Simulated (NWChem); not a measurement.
Molecule: BGeH₄OCl; SMILES O[B](Cl)[GeH3]

```xyz
8

B      0.4902     0.6449     0.0045
Cl    -0.7038     1.9759     0.0513
Ge    -0.1684    -1.3227     0.0012
H     -1.0170    -1.6072     1.2691
H     -1.0863    -1.5801    -1.2234
H      1.0000    -2.3410    -0.0423
O      1.8110     0.9305    -0.0284
H      1.9860     1.8940    -0.0227
```
Atoms are numbered in this order, from 1.

Results from NWChem. Pople sets run with spherical d functions. All runs use the structure optimised with PBE-D3(BJ)/def2-SVP. B3LYP is NWChem's, with the RPA form of VWN correlation. Vzz is the largest principal value of the second derivative of the potential at the nucleus (NWChem prints the opposite sign); η is the asymmetry. Non-relativistic.

```tsv
level	Vzz B1 (a.u.)	η B1	Vzz Cl2 (a.u.)	η Cl2	Vzz Ge3 (a.u.)	η Ge3	Vzz O7 (a.u.)	η O7	relative time
B3LYP/6-31G*	0.302	0.68	1.923	0.38	-0.186	0.03	1.208	0.01	2
B3LYP/def2-TZVP	0.345	0.68	2.014	0.44	-0.260	0.18	1.218	0.06	3
Hartree-Fock/6-31G*	0.362	0.62	1.865	0.35	-0.310	0.09	1.296	0.12	1
Hartree-Fock/cc-pVTZ	0.388	0.65	1.881	0.38	-0.346	0.13	1.294	0.04	7
```

Relative times are rough (shared machine, one core).
